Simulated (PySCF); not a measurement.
Computed shifts of a molecule C₂H₅ClGeO, HF/pcSseg-1 (PySCF), GIAO, gas phase, atoms alike by connectivity averaged where their shifts nearly agree, in ppm (number of nuclei): ¹³C: 76.5 (2). ¹H: 6.22 (1), 4.93 (2), 4.76 (2). References: ³⁵Cl against HCl (σ = 958.2 ppm); ⁷³Ge against GeH4 (σ = 1776.1 ppm); ¹³C against TMS (σ = 192.6 ppm); ¹⁷O against H2O (σ = 333.0 ppm); ¹H against TMS (σ = 31.99 ppm), references at their B3LYP-D3(BJ)/def2-TZVP geometries, non-relativistic (without spin–orbit terms, shifts of atoms bonded to Cl or Br come out too high). Geometry optimised at B3LYP-D3(BJ)/def2-SVP. The values are those of a single conformer.

Task: Identify the compound among the candidates.
A. C[C](=O)[GeH2][Cl]
B. C=[C](Cl)[GeH2][OH]
C. [OH][GeH2]/[CH]=C/Cl
D. [Cl][GeH]1[CH2]O[CH2]1

Result: D, [Cl][GeH]1[CH2]O[CH2]1
